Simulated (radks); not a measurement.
Problem. Method: scalar-relativistic Kohn-Sham, PBE, spin-polarised, spherical densities, finite nucleus; open shells are filled with parallel spins first (spin-orbit coupling, left out, can overturn this in heavy ions); Fermi nuclear charge, rms radius of each element as measured or else 0.836 A^(1/3) + 0.57 fm; computed with a radial shooting solver on a logarithmic mesh with Libxc functionals. Response by self-consistent Sternheimer equations with the Hartree and adiabatic LDA kernel, the relativistic mass of each level held fixed and spin-orbit coupling left out. For heavy and open-shell atoms this level of theory can miss by tens of per cent. Estimate the static dipole polarisabilities of Ca3+ ([Ne] 3s2 3p5) and Si2+ ([Ne] 3s2) and the C6 coefficients of the three pairs.

Solution. alpha = 2.527 and 11.28 bohr^3; C6 = 6.797 (Ca3+-Ca3+), 13.61 (Ca3+-Si2+), 38.19 (Si2+-Si2+) hartree bohr^6.
